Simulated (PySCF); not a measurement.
A PySCF script (with the pyscf-properties extension) for the NMR shieldings of `CC#CCC#[N+][BH2-]C1CC1`, C₈H₁₂BN, on a GFN2-xTB geometry:

```python
import basis_set_exchange as bse
import numpy as np
from pyscf import gto, dft
from pyscf.prop import nmr

atoms = """
C     4.908340   -0.457600    0.485909
C     3.636821    0.171731    0.217049
C     2.592810    0.714687   -0.007062
C     1.299374    1.331230   -0.277240
C     0.279408    0.314683   -0.276881
N    -0.475752   -0.552236   -0.265743
B    -1.553435   -1.542582   -0.248568
C    -2.957773   -0.733223   -0.122785
C    -3.212872    0.590423   -0.781537
C    -3.126924    0.501466    0.712656
H     4.758446   -1.521072    0.667994
H     5.368736   -0.008451    1.365123
H     5.573993   -0.333774   -0.367502
H     1.069752    2.076084    0.493858
H     1.317426    1.830450   -1.253286
H    -1.341950   -2.230868    0.703860
H    -1.462801   -2.137355   -1.279829
H    -3.813131   -1.401273   -0.114268
H    -2.401355    1.072420   -1.310997
H    -4.179283    0.780878   -1.227601
H    -4.034162    0.631972    1.286529
H    -2.256076    0.921792    1.198686
"""
names = dict.fromkeys(["C", "N", "B", "H"], "pcSseg-1")
basis = {el: gto.basis.parse(bse.get_basis(n, elements=[el], fmt="nwchem")) for el, n in names.items()}
mol = gto.M(atom=atoms, basis=basis, charge=0, verbose=0)
mf = dft.RKS(mol, xc="PBE0")
mf.grids.level = 2
mf.grids.alignment = dft.numint.BLKSIZE   # the property module wants whole blocks of grid points
mf.conv_tol = 1e-9
mf.kernel()

calc = nmr.RKS(mf)   # GIAO
C = mf.mo_coeff
Co = C[:, mf.mo_occ > 0]
resp = mf.gen_response(singlet=True, hermi=2)
def vind(x):   # induced exchange potential for any number of trial vectors
    d = np.einsum("pi,xij,qj->xpq", C, 2 * x.reshape(-1, C.shape[1], Co.shape[1]), Co, optimize=True)
    return np.einsum("xpq,pi,qj->xij", resp(d - d.transpose(0, 2, 1)), C, Co, optimize=True).ravel()
mo1, _ = nmr.rhf.solve_mo1(calc, with_cphf=vind)
sigma = calc.kernel(mo1)
for i, s in enumerate(sigma):   # ppm
    print("%2d %-2s %9.2f" % (i, mol.atom_pure_symbol(i), np.trace(s) / 3))
```

**Question.** What are the results?

**Answer.** 
```
 0 C     182.49
 1 C      95.63
 2 C     117.20
 3 C     176.17
 4 C      73.44
 5 N      33.83
 6 B     135.02
 7 C     186.06
 8 C     185.37
 9 C     184.93
10 H      29.57
11 H      29.66
12 H      29.66
13 H      28.08
14 H      28.13
15 H      29.44
16 H      29.47
17 H      31.63
18 H      32.24
19 H      31.42
20 H      31.41
21 H      32.23
```

These numbers come from an equivalent density-fitted implementation of the same equations, which agrees with the script to about 0.01 ppm for H and up to a few tenths of a ppm for heavy atoms, so last digits may differ.

Size and cost of the density-fitted run: 230 basis functions, 91 s wall time on 1 thread of an Arm Neoverse N1, shared host; peak memory 1.1 GiB.
